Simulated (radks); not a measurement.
Problem. Cs XLI, configuration [Ne] 3s2 3p3. All-electron calculation, Dirac Kohn-Sham, B86b exchange with PBE correlation, spin-unpolarised, spherical densities, point nucleus; open shells fill j = l - 1/2 first. Program: a radial shooting solver on a logarithmic mesh with Libxc functionals.

Spin-orbit splittings of the eigenvalues, e(l+1/2) - e(l-1/2), with zeta = 2 splitting/(2l+1) and mean radii in bohr:

shell  occ.  splitting (eV)  zeta (eV)  <r> j=l-1/2  <r> j=l+1/2
2p        6               ?          ?      0.09269      0.09834
3p        3           90.31      60.21       0.2554       0.2640

Estimate the 2p splitting.

Solution. 361.6 eV (zeta = 241.1 eV).
